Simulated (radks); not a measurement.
Computed order of ionisation of hafnium. At each step one electron was removed from each of the four highest sub-shells of the ion before, moves of one valence electron (up to charge 6) and the configuration listed by NIST were tried, and the lowest configuration was kept. Calculated with a radial shooting solver on a logarithmic mesh with Libxc functionals: Dirac Kohn-Sham, PBE, spin-unpolarised, spherical densities, finite nucleus; Fermi nuclear charge, rms radius of each element as measured or else 0.836 A^(1/3) + 0.57 fm. Sub-shells are occupied by j as written (lower j first in brackets).

[
 {"species": "Hf", "lowest configuration found": "[Xe] 4f14 5d(3/2: 2, 5/2: 0) 6s2", "NIST configuration": "same", "margin to the next tried (eV)": "1.808", "IE (eV)": "6.697", "NIST IE (eV)": "6.825", "kind": "exp."},
 {"species": "Hf+", "lowest configuration found": "[Xe] 4f14 5d(3/2: 1, 5/2: 0) 6s2", "NIST configuration": "same", "margin to the next tried (eV)": "1.204", "IE (eV)": "15.158", "NIST IE (eV)": "14.61", "kind": "theory"},
 {"species": "Hf2+", "lowest configuration found": "[Xe] 4f14 5d(3/2: 1, 5/2: 0) 6s1", "NIST configuration": "[Xe] 4f14 5d(3/2: 2, 5/2: 0) lies 0.143 eV higher", "margin to the next tried (eV)": "0.143", "IE (eV)": "22.200", "NIST IE (eV)": "22.55", "kind": "theory"},
 {"species": "Hf3+", "lowest configuration found": "[Xe] 4f14 5d(3/2: 1, 5/2: 0)", "NIST configuration": "same", "margin to the next tried (eV)": "1.981", "IE (eV)": "33.246", "NIST IE (eV)": "33.37", "kind": "semi-emp."},
 {"species": "Hf4+", "lowest configuration found": "[Xe] 4f14", "NIST configuration": "same", "margin to the next tried (eV)": "20.888", "IE (eV)": "68.754", "NIST IE (eV)": "68.37", "kind": "semi-emp."},
 {"species": "Hf5+", "lowest configuration found": "[Xe] 4f(5/2: 6, 7/2: 7)", "NIST configuration": "same", "margin to the next tried (eV)": "1.843", "IE (eV)": "93.590", "NIST IE (eV)": "98", "kind": "theory"},
 {"species": "Hf6+", "lowest configuration found": "[Xe] 4f(5/2: 6, 7/2: 6)", "NIST configuration": "[Kr] 4d10 4f(5/2: 6, 7/2: 7) 5s2 5p(1/2: 2, 3/2: 3) lies 6.036 eV higher", "margin to the next tried (eV)": "1.933", "IE (eV)": "119.01", "NIST IE (eV)": "118", "kind": "theory"},
 {"species": "Hf7+", "lowest configuration found": "[Kr] 4d10 4f(5/2: 6, 7/2: 6) 5s2 5p(1/2: 2, 3/2: 3)", "NIST configuration": "differs (not computed)", "margin to the next tried (eV)": "1.390", "IE (eV)": "136.78", "NIST IE (eV)": "137", "kind": "theory"},
 {"species": "Hf8+", "lowest configuration found": "[Kr] 4d10 4f(5/2: 6, 7/2: 6) 5s2 5p(1/2: 2, 3/2: 2)", "NIST configuration": "differs (not computed)", "margin to the next tried (eV)": "3.980", "IE (eV)": "155.00", "NIST IE (eV)": "157", "kind": "theory"},
 {"species": "Hf9+", "lowest configuration found": "[Kr] 4d10 4f(5/2: 6, 7/2: 6) 5s2 5p(1/2: 2, 3/2: 1)", "NIST configuration": "differs (not computed)", "margin to the next tried (eV)": "6.776", "IE (eV)": "173.62", "NIST IE (eV)": "187", "kind": "theory"},
 {"species": "Hf10+", "lowest configuration found": "[Kr] 4d10 4f(5/2: 6, 7/2: 6) 5s2 5p(1/2: 2, 3/2: 0)", "NIST configuration": "same", "margin to the next tried (eV)": "9.783", "IE (eV)": "204.65", "NIST IE (eV)": "209", "kind": "theory"},
 {"species": "Hf11+", "lowest configuration found": "[Kr] 4d10 4f(5/2: 6, 7/2: 6) 5s2 5p(1/2: 1, 3/2: 0)", "NIST configuration": "same", "margin to the next tried (eV)": "0.963", "IE (eV)": "225.02", "NIST IE (eV)": "230", "kind": "theory"},
 {"species": "Hf12+", "lowest configuration found": "[Kr] 4d10 4f(5/2: 6, 7/2: 6) 5s2", "NIST configuration": "same", "margin to the next tried (eV)": "4.203", "IE (eV)": "253.40", "NIST IE (eV)": "270", "kind": "theory"},
 {"species": "Hf13+", "lowest configuration found": "[Kr] 4d10 4f(5/2: 6, 7/2: 5) 5s2", "NIST configuration": "same", "margin to the next tried (eV)": "2.154", "IE (eV)": "287.16", "NIST IE (eV)": "310", "kind": "theory"}
]

Reference values: NIST Atomic Spectra Database (exp. = measured, semi-emp. = semi-empirical, theory = theoretical value adopted there). Spin polarisation and multiplet splitting are left out, so open shells lie too high by an amount that depends on their filling.

Beside tabulated values, note that spin-unpolarised runs miss the spin-polarisation part of the exchange energy of open shells.
